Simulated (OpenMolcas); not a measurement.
Ru4+ in a ligand field

Ru4+ with 4 ligands (fluoride) in tetrahedral coordination (Td) at 1.8 Å. Ligand basis ANO-RCC-VDZP.

| Property | Result |
| --- | --- |
| Program | OpenMolcas |
| Method | SS-CASPT2, IPEA 0.25 Eh, imaginary shift 0.1 Eh (closed shells correlated: 4s 4p and the ligand valence shells) |
| Basis | ANO-RCC-VTZP [7s6p4d2f1g] |
| Scalar Hamiltonian | DKH2, point nucleus |
| Active space | 4 electrons in 5 orbitals (4d) |
| State averaging | 2S+1 = 5 even, 5 roots; 2S+1 = 3 even, 45 roots; 2S+1 = 1 even, 50 roots |
| Spin-orbit coupling | RASSI with atomic mean-field integrals over the reference wave functions |

The lowest spin-free states (labels of Td), above the lowest:

```csv
State,Degeneracy,E (cm-1)
1A1,1,0
2S+1 = 3,3,7260
5T2,3,9330
2S+1 = 3,3,9680
1T1,3,10450
1T2,3,16000
3E,2,19180
2S+1 = 3,3,19690
2S+1 = 3,3,19990
2S+1 = 3,3,21870
2S+1 = 1,3,23160
2S+1 = 3,3,23290
2S+1 = 1,1,23360
1E,2,23820
2S+1 = 1,1,26560
5E,2,27330
2S+1 = 1,3,27840
3A2,1,27900
2S+1 = 1,3,28710
1E,2,32500
```

The lowest levels with spin-orbit coupling:

```json
{"E (cm-1)": "0", "Degeneracy": "1", "2S+1": "1 (90 %)"}
{"E (cm-1)": "6820", "Degeneracy": "1", "2S+1": "3 (65 %)"}
{"E (cm-1)": "6870", "Degeneracy": "3", "2S+1": "3 (78 %)"}
{"E (cm-1)": "7600", "Degeneracy": "3", "2S+1": "3 (79 %)"}
{"E (cm-1)": "7810", "Degeneracy": "2", "2S+1": "3"}
{"E (cm-1)": "9340", "Degeneracy": "3", "2S+1": "5 (46 %)"}
{"E (cm-1)": "9510", "Degeneracy": "3", "2S+1": "3 (66 %)"}
{"E (cm-1)": "9540", "Degeneracy": "2", "2S+1": "5 (53 %)"}
{"E (cm-1)": "9670", "Degeneracy": "1", "2S+1": "3"}
{"E (cm-1)": "10180", "Degeneracy": "3", "2S+1": "5 (81 %)"}
{"E (cm-1)": "10270", "Degeneracy": "3", "2S+1": "5 (77 %)"}
{"E (cm-1)": "10550", "Degeneracy": "1", "2S+1": "5 (73 %)"}
{"E (cm-1)": "10680", "Degeneracy": "3", "2S+1": "1 (52 %)"}
{"E (cm-1)": "11020", "Degeneracy": "3", "2S+1": "5 (65 %)"}
{"E (cm-1)": "11510", "Degeneracy": "2", "2S+1": "3 (62 %)"}
{"E (cm-1)": "11750", "Degeneracy": "3", "2S+1": "3 (50 %)"}
{"E (cm-1)": "16360", "Degeneracy": "3", "2S+1": "1"}
{"E (cm-1)": "19930", "Degeneracy": "3", "2S+1": "3"}
{"E (cm-1)": "20000", "Degeneracy": "3", "2S+1": "3"}
{"E (cm-1)": "20030", "Degeneracy": "2", "2S+1": "3"}
```

Electric-dipole absorption from the lowest level at this geometry, strongest bands:

| E (cm-1) | λ (nm) | f |
| --- | --- | --- |
| 7600 | 1320 | 2.49e-05 |
| 16360 | 611 | 8.67e-03 |
| 20000 | 500 | 6.03e-05 |
| 20160 | 496 | 8.35e-05 |
| 20850 | 480 | 9.38e-06 |
| 22660 | 441 | 2.06e-04 |
| 23310 | 429 | 6.59e-04 |
| 24310 | 411 | 6.79e-04 |
| 28860 | 347 | 1.63e-05 |
| 29330 | 341 | 1.74e-03 |
| 35420 | 282 | 9.18e-06 |
| 36560 | 273 | 1.77e-05 |
| 36850 | 271 | 6.03e-05 |
| 37760 | 265 | 9.91e-05 |
| 40110 | 249 | 4.41e-04 |
| 40440 | 247 | 2.50e-04 |

Powder χT (cm3 K/mol): 0 at 2 K, 0.00198 at 10 K, 0.00992 at 50 K, 0.0198 at 100 K, 0.0397 at 200 K, 0.0595 at 300 K. The effective moment at 300 K is 2.828 √(χT) = 0.69 μB.

Roots that are degenerate in the reference are averaged as groups; the widest CASPT2 spread within a group is 730 cm-1 (the 3-fold group of multiplicity 3 near 7260 cm-1 above the lowest state of its run). Shifts and gaps below about the spread of the groups concerned are not significant. Over all roots computed the reference weight is 0.69 to 0.74; a low but even weight reflects the number of correlated electrons. The least metal-like active orbital is 71 % on the metal (Löwdin) and no ligand orbital is active, so the numbers are rough. Ligand-to-metal charge-transfer states are missing. These CASPT2 states fit no ligand-field parameters well, so their order and spin gaps are uncertain. With no ligand orbital active B as a rule stays too high, so bands that hang on it stand too high and its fall with covalency is understated. With one d shell and no ligand orbital active, 10Dq can be off by a tenth or more. No measured value stands beside these numbers; the geometry is a model, was not optimised and need not be the one that this ion takes.

The CASPT2 steps took 8.5 min on 1 thread of Arm Neoverse V2, on a shared host; the integral step is not counted.
